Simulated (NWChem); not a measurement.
# Si2H5OCl; SMILES [Si@@H](Cl)([SiH3])O

```xyz
9

O      1.9020     0.1320     0.4133
Si     0.4634     0.1209    -0.4469
Si    -0.6412    -1.8662     0.1147
Cl    -0.7792     1.7076     0.1358
H      2.4887     0.8910     0.2427
H      0.7056     0.3194    -1.9197
H     -0.8843    -1.8858     1.5980
H     -1.9610    -1.9037    -0.6056
H      0.1697    -3.0706    -0.2801
```
Atoms are numbered in this order, from 1.

All runs: NWChem. Medium grid unless said otherwise, to which SCAN and Minnesota functionals are sensitive. The geometry was optimised at PBE-D3(BJ)/def2-SVP. Total energies of different functionals are on different scales.

| level | energy (Ha) | highest occupied level (eV) | orbital gap (eV) | dipole (D) |
|---|---|---|---|---|
| B3LYP/def2-SVP | -1117.1650 | -7.85 | 7.64 | 1.51 |
| PBE/def2-SVP | -1116.5308 | -6.83 | 5.92 | 1.48 |
| M06-2X/def2-SVP | -1117.0273 | -9.23 | 10.00 | 1.60 |
| LDA (Slater exchange, VWN5)/def2-SVP | -1112.7363 | -6.87 | 5.81 | 1.49 |
| r2SCAN/def2-SVP | -1116.9915 | -7.21 | 6.55 | 1.56 |
| PW91/def2-SVP | -1117.0336 | -6.88 | 5.92 | 1.47 |
| LC-wPBE (HJS exchange hole, range parameter 0.4 per bohr)/def2-SVP | -1116.6909 | … | … | … |
| RPBE/def2-SVP | -1117.0002 | -6.82 | 5.97 | 1.48 |
| OLYP/def2-SVP | -1117.0910 | -6.73 | 6.01 | 1.48 |

Fill in the missing entries.


- LC-wPBE (HJS exchange hole, range parameter 0.4 per bohr)/def2-SVP, highest occupied level (eV): -10.77
- LC-wPBE (HJS exchange hole, range parameter 0.4 per bohr)/def2-SVP, orbital gap (eV): 12.91
- LC-wPBE (HJS exchange hole, range parameter 0.4 per bohr)/def2-SVP, dipole (D): 1.66
